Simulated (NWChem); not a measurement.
System: Si2NH7O; SMILES [SiH3]O[SiH2]N

The following NWChem deck was run.

```
start job
memory heap 200 mb stack 900 mb global 1100 mb
geometry units angstroms noautoz
  Si     0.180337     1.945352    -0.099987
  O     -0.326008     0.445772     0.355784
  Si    -0.529838    -1.173925     0.059253
  N      0.879831    -2.159777     0.156634
  H      0.059685     2.131273    -1.573518
  H     -0.651116     2.970362     0.581390
  H      1.603855     2.155801     0.281162
  H     -1.475715    -1.657023     1.090174
  H     -1.052102    -1.334072    -1.321417
  H      1.325560    -2.340468     1.048180
  H      1.557307    -2.169590    -0.596256
end
basis spherical
  * library def2-tzvp
end
dft
  xc xpbe96 cpbe96
  iterations 150
  semidirect filesize 400000000
  mulliken
end
task dft energy
```

Excerpt of the output:

```
             Northwest Computational Chemistry Package (NWChem) 7.3.0
             --------------------------------------------------------

 C1  symmetry detected

                             Geometry "geometry" -> ""
                             -------------------------

 Output coordinates in angstroms (scale by  1.889725989 to convert to a.u.)

  No.       Tag          Charge          X              Y              Z
 ---- ---------------- ---------- -------------- -------------- --------------
    1 Si                  14.0000     0.20716146     1.96825798    -0.05025793
    2 O                    8.0000    -0.33640044     0.45445605     0.30442051
    3 Si                  14.0000    -0.54126500    -1.14597156    -0.08230635
    4 N                    7.0000     0.85180791    -2.15294094     0.03565315
    5 H                    1.0000     0.16252629     2.22813228    -1.51684928
    6 H                    1.0000    -0.64717118     2.96870355     0.63927713
    7 H                    1.0000     1.61177504     2.14186897     0.41113859
    8 H                    1.0000    -1.54250329    -1.66749538     0.87498142
    9 H                    1.0000    -0.99510868    -1.23128620    -1.49347740
   10 H                    1.0000     1.25037282    -2.38293948     0.93810788
   11 H                    1.0000     1.56610670    -2.13405547    -0.68221449

 Effective nuclear repulsion energy (a.u.)     227.2572844385

  pbe96 is a nonlocal functional; adding pw91lda local functional.

                                 NWChem DFT Module
                                 -----------------

 Summary of "ao basis" -> "ao basis" (spherical)
 ------------------------------------------------------------------------------
       Tag                 Description            Shells   Functions and Types
 ---------------- ------------------------------  ------  ---------------------
 Si                        def2-tzvp                13       37   5s5p2d1f
 O                         def2-tzvp                11       31   5s3p2d1f
 N                         def2-tzvp                11       31   5s3p2d1f
 H                         def2-tzvp                 4        6   3s1p

            General Information
            -------------------
          SCF calculation type: DFT
          Wavefunction type:  closed shell.
          No. of atoms     :    11
          No. of electrons :    50
           Alpha electrons :    25
            Beta electrons :    25
          Charge           :     0
          Spin multiplicity:     1
          Use of symmetry is: off; symmetry adaption is: off
          Maximum number of iterations: 150
          AO basis - number of functions:   178
                     number of shells:    76
          Convergence on energy requested:  1.00D-06
          Convergence on density requested:  1.00D-05
          Convergence on gradient requested:  5.00D-04

              XC Information
              --------------
          PerdewBurkeErnzerhof Exchange Functional  1.000
            Perdew 1991 LDA Correlation Functional  1.000 local
           PerdewBurkeErnz. Correlation Functional  1.000 non-local

             Grid Information
             ----------------
          Grid used for XC integration:  medium
          Radial quadrature: Mura-Knowles
          Angular quadrature: Lebedev.
          Tag              B.-S. Rad. Rad. Pts. Rad. Cut. Ang. Pts.
          ---              ---------- --------- --------- ---------
          Si                  1.10       88          12.0       590
          O                   0.60       49          10.0       434
          N                   0.65       49          13.0       434
          H                   0.35       45          13.0       434
          Grid pruning is: on
          Number of quadrature shells:   589
          Spatial weights used:  Erf1

      Superposition of Atomic Density Guess
      -------------------------------------

 Sum of atomic energies:        -710.26534447

      Non-variational initial energy
      ------------------------------

 Total energy =    -711.814240
 1-e energy   =   -1433.168129
 2-e energy   =     494.096605
 HOMO         =      -0.373375
 LUMO         =       0.015446

------------------------------------------------------------
EAF file 0: "./job.aoints.0" size=459276288 bytes
------------------------------------------------------------
               write      read    awrite     aread      wait
               -----      ----    ------     -----      ----
     calls:      876         0         0         0         0
   data(b): 4.59e+08  0.00e+00  0.00e+00  0.00e+00
   time(s): 0.00e+00  0.00e+00  0.00e+00  0.00e+00  0.00e+00
rate(mb/s): 0.00e+00  0.00e+00
------------------------------------------------------------

     ---------------------------------------------
      Total Density - Mulliken Population Analysis
     ---------------------------------------------

    Atom       Charge   Shell Charges
 -----------   ------   -------------------------------------------------------
    1 Si  14    13.47   2.00  0.59  1.39  0.85  0.43  4.11  1.73  0.49  1.17  0.40  0.13  0.13  0.04
    2 O    8     8.75   0.79  1.18  0.58  0.96  0.21  2.06  2.27  0.67  0.00  0.01  0.00
    3 Si  14    13.23   2.00  0.59  1.39  0.82  0.38  4.11  1.73  0.49  1.02  0.31  0.18  0.17  0.06
    4 N    7     7.93   0.82  1.16  0.57  0.81  0.17  1.63  1.92  0.84  0.00  0.01  0.00
    5 H    1     1.06   0.23  0.55  0.27  0.01
    6 H    1     1.06   0.23  0.55  0.27  0.01
    7 H    1     1.06   0.23  0.55  0.27  0.01
    8 H    1     1.05   0.23  0.54  0.27  0.01
    9 H    1     1.05   0.23  0.54  0.27  0.01
   10 H    1     0.67   0.22  0.34  0.08  0.04
   11 H    1     0.67   0.22  0.34  0.08  0.04

   convergence    iter        energy       DeltaE   RMS-Dens  Diis-err
 ---------------- ----- ----------------- --------- --------- ---------
 d= 0,ls=0.0,diis     1   -712.7972865717 -9.40D+02  6.88D-03  1.49D+00
 d= 0,ls=0.0,diis     2   -712.5986217918  1.99D-01  5.35D-03  3.05D+00
 d= 0,ls=0.0,diis     3   -712.8637284645 -2.65D-01  1.51D-03  3.54D-01
 d= 0,ls=0.0,diis     4   -712.8897532802 -2.60D-02  6.73D-04  4.98D-02
 d= 0,ls=0.0,diis     5   -712.8945952153 -4.84D-03  1.92D-04  4.07D-03
  Resetting Diis
 d= 0,ls=0.0,diis     6   -712.8950075639 -4.12D-04  6.20D-05  1.89D-04
 d= 0,ls=0.0,diis     7   -712.8950307343 -2.32D-05  1.72D-05  5.35D-06
 d= 0,ls=0.0,diis     8   -712.8950294696  1.26D-06  1.12D-05  1.87D-05
 d= 0,ls=0.0,diis     9   -712.8950312547 -1.79D-06  2.14D-06  7.68D-07
 d= 0,ls=0.0,diis    10   -712.8950313180 -6.33D-08  4.50D-07  1.16D-08

         Total DFT energy =     -712.895031317992
      One electron energy =    -1437.736633845433
           Coulomb energy =      557.178175720055
    Exchange-Corr. energy =      -59.593857631121
 Nuclear repulsion energy =      227.257284438508

 Numeric. integr. density =       50.000011257734

                       DFT Final Molecular Orbital Analysis
                       ------------------------------------

 Vector   23  Occ=2.000000D+00  E=-2.736720D-01
              MO Center=  2.0D-01,  1.0D+00,  3.0D-01, r^2= 4.2D+00
   Bfn.  Coefficient  Atom+Function         Bfn.  Coefficient  Atom+Function
  ----- ------------  ---------------      ----- ------------  ---------------
    43      0.290296   2 O  px               46      0.245225   2 O  px
   150     -0.192904   7 H  s                15     -0.171295   1 Si px
   151     -0.161387   7 H  s                49      0.160071   2 O  px
   144      0.136820   6 H  s               149     -0.123075   7 H  s
   145      0.116078   6 H  s               111      0.106892   4 N  px

 Vector   24  Occ=2.000000D+00  E=-2.627447D-01
              MO Center= -4.2D-01,  3.5D-01, -2.6D-01, r^2= 4.1D+00
   Bfn.  Coefficient  Atom+Function         Bfn.  Coefficient  Atom+Function
  ----- ------------  ---------------      ----- ------------  ---------------
    45      0.314439   2 O  pz               48      0.265010   2 O  pz
    51      0.179245   2 O  pz              138      0.153265   5 H  s
   162      0.153354   9 H  s               163      0.153411   9 H  s
   139      0.150653   5 H  s                85     -0.129986   3 Si pz
   156     -0.121361   8 H  s                17     -0.114122   1 Si pz

 Vector   25  Occ=2.000000D+00  E=-2.335607D-01
              MO Center=  6.5D-01, -1.8D+00,  4.6D-02, r^2= 2.2D+00
   Bfn.  Coefficient  Atom+Function         Bfn.  Coefficient  Atom+Function
  ----- ------------  ---------------      ----- ------------  ---------------
   112      0.354056   4 N  py              115      0.304675   4 N  py
   118      0.301384   4 N  py              111      0.147107   4 N  px
   114      0.125803   4 N  px               43     -0.116183   2 O  px
    46     -0.097719   2 O  px               44      0.092505   2 O  py
    50      0.091757   2 O  py               42     -0.090222   2 O  s

 Vector   26  Occ=0.000000D+00  E=-2.335693D-02
              MO Center=  2.8D-01,  1.1D+00, -7.3D-02, r^2= 6.6D+00
   Bfn.  Coefficient  Atom+Function         Bfn.  Coefficient  Atom+Function
  ----- ------------  ---------------      ----- ------------  ---------------
    19      0.827630   1 Si py               42      0.520581   2 O  s
   110      0.400471   4 N  s               175     -0.336477  11 H  s
   169     -0.267530  10 H  s                16      0.263029   1 Si py
    73      0.260972   3 Si s                18      0.257459   1 Si px
   145     -0.237828   6 H  s                86     -0.214069   3 Si px

 Vector   27  Occ=0.000000D+00  E=-3.722563D-03
              MO Center=  4.4D-01, -1.2D+00, -5.6D-03, r^2= 7.5D+00
   Bfn.  Coefficient  Atom+Function         Bfn.  Coefficient  Atom+Function
  ----- ------------  ---------------      ----- ------------  ---------------
   110      1.628552   4 N  s               175     -0.720185  11 H  s
    86     -0.673446   3 Si px              169     -0.656698  10 H  s
    87      0.375293   3 Si py               83     -0.261505   3 Si px
   163     -0.257106   9 H  s                20      0.214766   1 Si pz
   108      0.202579   4 N  s               157     -0.186083   8 H  s

 Vector   28  Occ=0.000000D+00  E= 3.405321D-02
              MO Center=  7.2D-03,  1.5D+00, -3.5D-01, r^2= 5.4D+00
   Bfn.  Coefficient  Atom+Function         Bfn.  Coefficient  Atom+Function
  ----- ------------  ---------------      ----- ------------  ---------------
    18      1.245073   1 Si px              145      1.113630   6 H  s
   151     -0.832393   7 H  s                88     -0.593416   3 Si pz
     5     -0.495765   1 Si s               163     -0.454449   9 H  s
    19     -0.435305   1 Si py              139      0.433507   5 H  s
   157      0.343007   8 H  s               110      0.282781   4 N  s

------------------------------------------------------------
EAF file 0: "./job.aoints.0" size=697303040 bytes
------------------------------------------------------------
               write      read    awrite     aread      wait
               -----      ----    ------     -----      ----
     calls:     1330         9         0     11961     11961
   data(b): 6.97e+08  4.72e+06  0.00e+00  6.27e+09
   time(s): 0.00e+00  0.00e+00  0.00e+00  0.00e+00  0.00e+00
rate(mb/s): 0.00e+00  0.00e+00
------------------------------------------------------------

     ---------------------------------------------
      Total Density - Mulliken Population Analysis
     ---------------------------------------------

    Atom       Charge   Shell Charges
 -----------   ------   -------------------------------------------------------
    1 Si  14    13.76   2.00  0.57  1.40  0.91  0.37  4.13  1.67  0.62  1.31  0.33  0.19  0.20  0.05
    2 O    8     8.28   0.79  1.18  0.57  0.92  0.23  1.93  1.98  0.68  0.00  0.01  0.00
    3 Si  14    13.64   2.01  0.57  1.40  0.88  0.30  4.13  1.67  0.62  1.20  0.31  0.25  0.24  0.07
    4 N    7     7.58   0.82  1.15  0.55  0.78  0.17  1.58  1.64  0.87  0.00  0.01  0.00
    5 H    1     1.04   0.25  0.53  0.25  0.01
    6 H    1     1.03   0.25  0.53  0.24  0.01
    7 H    1     1.04   0.25  0.53  0.25  0.01
    8 H    1     1.04   0.25  0.53  0.25  0.01
    9 H    1     1.05   0.25  0.53  0.26  0.01
   10 H    1     0.77   0.27  0.40  0.07  0.04
   11 H    1     0.77   0.27  0.40  0.07  0.04

     -------------------------------------------
      Total Density - Lowdin Population Analysis
     -------------------------------------------

    Atom       Charge   Shell Charges
 -----------   ------   -------------------------------------------------------
    1 Si  14    13.89   2.00  0.83  1.09  0.54  0.33  3.85  1.87  0.71  1.17  0.62  0.20  0.50  0.16
    2 O    8     7.99   0.87  1.09  0.52  0.55  0.29  1.78  1.88  0.98  0.00  0.03  0.00
    3 Si  14    13.97   2.00  0.83  1.09  0.49  0.29  3.85  1.87  0.70  1.08  0.53  0.27  0.71  0.26
    4 N    7     7.26   0.89  1.07  0.44  0.46  0.24  1.41  1.67  1.01  0.00  0.07  0.00
    5 H    1     1.05   0.25  0.47  0.30  0.02
    6 H    1     1.04   0.25  0.47  0.30  0.02
    7 H    1     1.05   0.25  0.47  0.30  0.02
    8 H    1     1.04   0.25  0.47  0.29  0.02
    9 H    1     1.04   0.25  0.47  0.30  0.02
   10 H    1     0.84   0.25  0.35  0.13  0.11
   11 H    1     0.84   0.25  0.35  0.13  0.11

     Multipole analysis of the density
     ---------------------------------

     L   x y z        total         alpha         beta         nuclear
     -   - - -        -----         -----         ----         -------
     0   0 0 0     -0.000000    -25.000000    -25.000000     50.000000

     1   1 0 0      0.548396      0.274198      0.274198     -0.000000
     1   0 1 0     -0.174155     -0.087078     -0.087078     -0.000000
     1   0 0 1      0.015510      0.007755      0.007755      0.000000

     2   2 0 0    -29.275282    -52.340000    -52.340000     75.404718
     2   1 1 0     -2.196779     -0.564093     -0.564093     -1.068593
     2   1 0 1      0.046224     -0.181778     -0.181778      0.409781
     2   0 2 0    -31.390208   -264.982115   -264.982115    498.574023
     2   0 1 1     -0.909100      0.430998      0.430998     -1.771095
     2   0 0 2    -30.141078    -29.534327    -29.534327     28.927577
```

Level: PBE/def2-TZVP. Coordinates come from a B3LYP/6-31G* (spherical d) optimisation.
